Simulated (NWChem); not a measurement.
C2H6ClFSi; SMILES C[Si](C)(F)Cl

Results from NWChem. Geometry: optimised at B3LYP/6-31G* (spherical d). Level: PBE0/def2-SVP with SMD (1 M gas to 1 M solution), gas-phase geometry. Reactions with the solvent are ignored.

### Question
Order these by “dipole in solution (D)”, lowest first: benzene; cyclohexanone; ethyl acetate.

### Answer
benzene (2.87), ethyl acetate (3.07), cyclohexanone (3.16)
